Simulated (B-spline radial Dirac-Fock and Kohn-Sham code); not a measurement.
## Subshell photoionisation cross sections of I⁻ against photon energy

System: the I⁻ ion, configuration [Kr] 4d10 5s2 5p6, inside a Watson sphere of charge +1 and radius 2.2 Å (a model of the Madelung potential; inside it an electron's potential energy is lowered by 6.5 eV).

Input file task.json (cfg lists n, l and occupation; rrms is the nuclear radius in fm):

```json
{"items": [{
  "Z": 53,
  "q": -1,
  "cfg": [[1, 0, 2], [2, 0, 2], [2, 1, 6], [3, 0, 2], [3, 1, 6], [3, 2, 10], [4, 0, 2], [4, 1, 6], [4, 2, 10], [5, 0, 2], [5, 1, 6]],
  "A": 127,
  "rrms": 4.75,
  "watson": [1, 2.2],
  "do": ["binding", "quiet", "photo"],
  "hv": [80, 300, 370.0, 509.0, 800, 1000, 1240.0, 4800.0, 9251.7, 16900.0, 17479.3, 22162.9, 23100.0, 23600.0, 70900.0, 200000]
}]}
```

Command: `python xray_run.py task.json out`

The computed values come from a radial finite-basis atomic code: Dirac-Hartree-Slater photoionisation with all multipoles and Dirac-Fock thresholds. Values are in kb; a dash marks an energy below the computed threshold. Values for outer subshells far above threshold carry numerical ripple of a few per cent.

```
hν (eV)     3d5/2     4p1/2     4p3/2     4d5/2     5p1/2
     80         –         –         –     21100      60.3
    300         –       106       276       508      13.7
    370         –      94.1       233       447      10.7
    509         –      71.6       165       307      7.59
    800      1270      41.2      88.5       138      4.04
   1000       760      29.8      62.1      86.1      2.87
   1240       443      21.0      42.9      52.0      1.99
   4800      6.87      1.41      2.54      1.04     0.131
 9251.7     0.643     0.276     0.470     0.105    0.0258
  16900    0.0619    0.0522    0.0842    0.0104   0.00489
17479.3    0.0541    0.0474    0.0761   0.00915   0.00444
22162.9    0.0207    0.0236    0.0370   0.00357   0.00221
  23100    0.0175    0.0208    0.0325   0.00303   0.00196
  23600    0.0160    0.0196    0.0305   0.00278   0.00184
  70900  0.000157  0.000613  0.000833  2.79e-05  5.77e-05
 200000  2.18e-06  2.13e-05  2.47e-05  3.93e-07  2.01e-06
```

At 200000 eV the multipoles beyond E1 give 74.8 % of 3d5/2, 57.6 % of 4p1/2, 54.2 % of 4p3/2, 74.7 % of 4d5/2, 57.6 % of 5p1/2.
